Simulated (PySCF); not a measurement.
These are ωB97X-D3(BJ)/def2-TZVP // PBE0-D3(BJ)/def2-TZVP run with PySCF values and carry that method's errors. All species are isolated molecules in the gas phase. One relaxed conformer stands for a flexible species; it need not be the lowest. Delta-SCF ions had no search for a lower state. Excitations are Tamm–Dancoff values on a coarser integration grid. The basis has no diffuse functions, so Rydberg states are missing or too high.

Reference species (SMILES): `OC(=C)C[SiH3]` (C–C–O–H torsion 0°, O–C–C–Si torsion -69°) (neutral, multiplicity 1).

```json
{
 "S1 excitation (TDA)": "6.52 eV",
 "vertical ionisation energy (Delta-SCF)": "8.81 eV",
 "S1–T1 gap (TDA)": "2.04 eV",
 "T1 excitation (TDA)": "4.47 eV"
}
```

Changed species: `C/C=C(/O)[SiH3]` (Si–C–O–H torsion 180°).

Problem. Give the shifts of the S1 excitation (TDA), vertical ionisation energy (Delta-SCF), S1–T1 gap (TDA) and T1 excitation (TDA).

Solution. the S1 excitation (TDA) is nearly the same; the vertical ionisation energy (Delta-SCF) drops by 0.11 eV, to 8.70 eV; the S1–T1 gap (TDA) goes up by 0.48 eV, to 2.52 eV; the T1 excitation (TDA) falls by 0.48 eV, to 3.99 eV.
